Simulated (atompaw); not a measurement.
# Reading a pseudo-wave (Cd (Z = 48))

Columns: radius, all-electron u(r) and pseudo u(r) of the 5s shell (level -6.93 eV) of cadmium in the configuration [Ar] 3d10 4s2 4p6 4d10 5s1 5p1; PBE, scalar-relativistic, PAW (atompaw) scheme, atompaw 4.2.0.5.

| r (bohr) | all-electron | pseudo |
| --- | --- | --- |
| 0.077 | -0.1231 | -0.0683 |
| 0.154 | 0.0068 | -0.1328 |
| 0.231 | 0.1750 | -0.1900 |
| 0.308 | 0.1716 | -0.2370 |
| 0.385 | 0.0531 | -0.2713 |
| 0.462 | -0.0926 | -0.2913 |
| 0.538 | -0.2102 | -0.2961 |
| 0.615 | -0.2815 | -0.2855 |
| 0.692 | -0.3030 | -0.2597 |
| 0.769 | -0.2822 | -0.2197 |
| 0.846 | -0.2301 | -0.1673 |
| 0.923 | -0.1575 | -0.1049 |
| 1.000 | -0.0735 | -0.0353 |
| 1.077 | 0.0149 | 0.0386 |
| 1.154 | 0.1028 | 0.1146 |
| 1.231 | 0.1867 | 0.1907 |
| 1.308 | 0.2646 | 0.2651 |
| 1.385 | 0.3353 | 0.3353 |
| 1.462 | 0.3982 | 0.3982 |
| 1.538 | 0.4527 | 0.4527 |
| 1.615 | 0.5003 | 0.5003 |
| 1.692 | 0.5406 | 0.5406 |
| 1.769 | 0.5741 | 0.5741 |
| 1.846 | 0.6014 | 0.6014 |
| 1.923 | 0.6229 | 0.6229 |
| 2.000 | 0.6393 | 0.6393 |

How many radial nodes do the two functions have?

The all-electron 5s function has n − l − 1 = 4 (the table is too coarse to show those close to the nucleus); the pseudo-wave has 1, since 1 lower shell of the same l stays in the valence.

At about which radius was the pseudo-wave matched?

1.40 bohr, where the columns begin to agree (steps of 0.08 bohr).

Is the pseudo-wave norm-conserving?

No, it belongs to a PAW set: the norm inside the radius is not constrained, and the difference is carried by the augmentation charge.
